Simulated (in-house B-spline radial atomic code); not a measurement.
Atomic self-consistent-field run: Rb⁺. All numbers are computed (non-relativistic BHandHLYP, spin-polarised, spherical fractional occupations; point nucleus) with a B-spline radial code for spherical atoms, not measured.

Command:
```bash
python run_scf.py task.json out
```
Settings:
```
Z                37
configuration    [Ar] 3d10 4s2 4p6
hamiltonian      nr
method           bhandhlyp
spin_polarised   True
```

Output (hartree, bohr):
```
 radial grid: 63 intervals, B-splines of order 8, outer radius 60 bohr

 iter        energy (Eh)    residual
    1       -2938.366050    4.76e-01
    2       -2939.447297    1.57e-01
    3       -2939.982927    2.04e-02
    4       -2939.997675    6.80e-03
    5       -2939.998460    1.62e-03
    6       -2939.998585    9.90e-04
    7       -2939.998601    8.70e-05
    8       -2939.998601    4.11e-06
    9       -2939.998601    3.69e-07

 total energy                     -2939.99860
 kinetic                            2938.5326
 electron-nucleus                  -7011.0915
 Hartree                            1232.1156
 exact exchange                      -48.8846
 exchange-correlation                -50.6707

 orbital      occ     eigenvalue          <r>       <r^2>       <1/r>       r_max
 1s up      1.000      -546.9078    0.0412817  0.00228175     36.4951     0.02728
 1s down    1.000      -546.9078    0.0412817  0.00228175     36.4951     0.02728
 2s up      1.000       -73.4467        0.182   0.0389812     8.14661      0.1534
 2s down    1.000       -73.4467        0.182   0.0389812     8.14661      0.1534
 2p up      3.000       -66.5969     0.156917   0.0300598     8.11507      0.1214
 2p down    3.000       -66.5969     0.156917   0.0300598     8.11507      0.1214
 3s up      1.000       -11.5576     0.520019      0.3102      2.7337      0.4602
 3s down    1.000       -11.5576     0.520019      0.3102      2.7337      0.4602
 3p up      3.000        -9.0528      0.52219    0.318157     2.62506      0.4506
 3p down    3.000        -9.0528      0.52219    0.318157     2.62506      0.4506
 3d up      5.000        -4.5422     0.522489    0.333319      2.3943      0.3936
 3d down    5.000        -4.5422     0.522489    0.333319      2.3943      0.3936
 4s up      1.000        -1.5470      1.48829     2.52307    0.889894       1.287
 4s down    1.000        -1.5470      1.48829     2.52307    0.889894       1.287
 4p up      3.000        -0.9161       1.7234     3.43344    0.762415       1.433
 4p down    3.000        -0.9161       1.7234     3.43344    0.762415       1.433
```

Cost of the run: 0.26 s on 1 thread of Arm Neoverse V2, on a shared host.
